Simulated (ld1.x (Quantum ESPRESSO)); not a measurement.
# Plane-wave convergence, TM potential for Tc (Z = 43)

ld1.x (Quantum ESPRESSO) 7.5 input, shortened:

```
&input
   title='Tc', zed=43., rel=1, dft='PZ', iswitch=3,
   config='[Kr] 4d5 5s1 5p1'
 /
 &inputp
   pseudotype=2, tm=.true., lloc=-1, rcloc=1.20,
   nlcc=.false.
 /
3
4S  1  0   2.00   0.00  1.30  1.30  0.0
4P  2  1   6.00   0.00  1.85  1.85  0.0
4D  3  2   5.00   0.00  1.60  1.60  0.0
 &test
   configts(1)='4s2 4p6 4d5 5s1 5p1'
 /
```

Occupied shells without a wave of their own: 5p, 5s. They enter only through the test configuration that unscreens the potential.

The pseudo-atom Hamiltonian at the reference potential is diagonalised in spherical Bessel functions j_l(qr) that vanish at 20 bohr, with q² up to the cutoff. All-electron valence levels (Ry): 4s -5.5009, 5s -0.4553, 4p -3.4436, 5p -0.1651, 4d -0.6007.

Task: How do the lowest levels (Ry) of each channel move with the cutoff, and are there ghosts?

Result:

| cutoff (Ry) | s #1 | s #2 | p #1 | p #2 | d #1 | f #1 | f #2 | Σ f·Δε (mRy) |
| --- | --- | --- | --- | --- | --- | --- | --- | --- |
| 8 | -5.1605 | -0.4543 | -2.5781 | -0.1067 | -0.1044 | 0.0917 | 0.2052 | 8484.2 |
| 12 | -5.1744 | -0.4809 | -3.1295 | -0.1394 | -0.2456 | 0.0917 | 0.2051 | 4382.5 |
| 21 | -5.3034 | -0.4833 | -3.4256 | -0.1657 | -0.4793 | 0.0917 | 0.2051 | 1150.6 |
| 30 | -5.4214 | -0.4847 | -3.4431 | -0.1696 | -0.5627 | 0.0917 | 0.2051 | 387.2 |
| 40 | -5.4789 | -0.4851 | -3.4432 | -0.1701 | -0.5951 | 0.0917 | 0.2051 | 108.8 |
| 50 | -5.4831 | -0.4888 | -3.4435 | -0.1703 | -0.6001 | 0.0917 | 0.2051 | 69.6 |
| 70 | -5.4908 | -0.5064 | -3.4436 | -0.1704 | -0.6006 | 0.0917 | 0.2051 | 33.0 |
| 90 | -5.4990 | -0.5171 | -3.4436 | -0.1704 | -0.6007 | 0.0917 | 0.2051 | 5.9 |
| 110 | -5.5000 | -0.5187 | -3.4436 | -0.1704 | -0.6007 | 0.0917 | 0.2051 | 2.1 |
| 160 | -5.5008 | -0.5189 | -3.4436 | -0.1704 | -0.6007 | 0.0917 | 0.2051 | 0.3 |
| 200 | -5.5009 | -0.5189 | -3.4436 | -0.1704 | -0.6007 | 0.0917 | 0.2051 | 0.1 |
| 400 | -5.5009 | -0.5189 | -3.4436 | -0.1704 | -0.6007 | 0.0917 | 0.2051 | 0.0 |

Result: no extra level below or beside the all-electron valence levels (s, p, d, f tested); 10 mRy is reached at 90 Ry and 1 mRy at 160 Ry.

The potential misses its own reference levels by up to 0.9 eV. Its largest configuration-test error is +1583 meV.
